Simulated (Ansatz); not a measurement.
Reaction (ligand exchange at a B–C bond): `B/C=C/C` + `NCCN` → `BNCCN` + `C=CC`

Isolated molecules relaxed with PBE0-D4/def2-TZVP in Ansatz; ΔE leaves out vibrations. CCSD(T)/CBS adds triple-zeta CCSD(T) − MP2 to the extrapolated MP2 energy (def2 sets, frozen cores). Functionals use def2-TZVPP. B3LYP here is the variant with VWN-RPA as its local correlation; programs differ in this. Each species was taken in one conformer, which may not be the lowest.

`B/C=C/C`:

```xyz
11

B    -1.999    0.681   -0.313
C    -0.618    0.507    0.310
C     0.289   -0.313   -0.250
C     1.661   -0.575    0.249
H    -2.264    0.075   -1.314
H    -2.826    1.404    0.165
H    -0.323    1.032    1.218
H     0.002   -0.842   -1.158
H     1.797   -1.643    0.452
H     1.880   -0.013    1.157
H     2.402   -0.315   -0.515
```

`NCCN`:

Cartesian coordinates in Å:
```
N -1.495 -0.125 -0.326
C -0.142 -0.495 -0.713
C 0.805 -0.399 0.473
N 0.927 0.913 1.084
H -1.554 0.874 -0.167
H -2.151 -0.338 -1.065
H -0.159 -1.532 -1.063
H 0.261 0.113 -1.541
H 0.469 -1.095 1.247
H 1.801 -0.727 0.158
H 0.054 1.194 1.511
H 1.183 1.616 0.401
```

`BNCCN`:

Cartesian coordinates in Å:
```
B -1.112 1.475 -1.540
N -0.807 0.460 -0.653
C -0.024 0.558 0.554
C 1.029 -0.533 0.617
N 0.384 -1.838 0.569
H -1.763 1.219 -2.512
H -0.716 2.585 -1.314
H -1.101 -0.491 -0.827
H -0.673 0.475 1.439
H 0.446 1.543 0.592
H 1.678 -0.444 -0.258
H 1.655 -0.377 1.508
H -0.045 -2.060 1.459
H 1.050 -2.571 0.366
```

`C=CC`:

Cartesian coordinates in Å:
```
C 0.308 0.628 1.196
C 0.487 -0.181 0.161
C -0.478 -0.366 -0.959
H -0.590 1.230 1.295
H 1.050 0.718 1.981
H 1.404 -0.765 0.106
H -0.019 -0.108 -1.919
H -0.795 -1.410 -1.035
H -1.367 0.254 -0.826
```

**Question.** Is it downhill or uphill in electronic energy at CCSD(T)/CBS, and by how much? (An estimate is asked.)

**Answer.** The calculation gave: Downhill: ΔE = -130.5 kJ/mol.

**Question.** What do these levels give: B3LYP-D4, ωB97M-V, PBE, B3LYP, HF/def2-TZVPP, SCS-MP2/def2-QZVPP? (Best estimate.)

**Answer.** Computed: B3LYP-D4 -130.7, ωB97M-V -131.6, PBE -128.8, B3LYP -130.0, HF/def2-TZVPP -122.0, SCS-MP2/def2-QZVPP -130.2 kJ/mol.

Largest T1 diagnostic among the species: 0.011.

In def2-TZVPP, CCSD(T) changes the Hartree–Fock value by −10.5 kJ/mol (the triples alone add −0.8 kJ/mol) and MP2 by −10.1 kJ/mol.
